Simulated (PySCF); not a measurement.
Ionisation energy of O⁺ by level of theory

O⁺ [He] 2s2 2p3 (4S) → O²⁺ [He] 2s2 2p2 (3P), as a difference of total energies. Calculation: PySCF 2.14, in an uncontracted even-tempered set (22 s from 0.062 bohr⁻², ratio 2.2; 13 p from 0.081 bohr⁻², ratio 2.2; 6 d from 1.1 bohr⁻², ratio 2.4; 6 f from 1.6 bohr⁻², ratio 2.4; 5 g from 2.4 bohr⁻², ratio 2.4); the spin-free X2C one-electron Hamiltonian (Gaussian nucleus). Correlated levels: nothing frozen; virtual orbitals above 40 to 60 times the deepest correlated orbital energy dropped. The calculations carry no spin-orbit coupling.

```json
{"method": "UHF", "ionisation energy (eV)": "34.569"}
{"method": "LDA", "ionisation energy (eV)": "35.583"}
{"method": "PBE", "ionisation energy (eV)": "35.272"}
{"method": "PBE0", "ionisation energy (eV)": "35.305"}
{"method": "r2SCAN", "ionisation energy (eV)": "35.477"}
{"method": "M06", "ionisation energy (eV)": "35.492"}
{"method": "TPSS", "ionisation energy (eV)": "35.245"}
{"method": "MP2 (all electrons)", "ionisation energy (eV)": "35.240"}
{"method": "SCS-MP2 (all electrons)", "ionisation energy (eV)": "34.962"}
```

Question: How much does correlation contribute at MP2 (all electrons)?

Answer: 35.240 − (34.569) = 0.671 eV, measured against UHF.

A first-order spin-orbit estimate (lowest level to lowest level, LS coupling) adds -0.027 eV.

For comparison: 35.121 eV (measured; NIST Atomic Spectra Database, ionization energies).
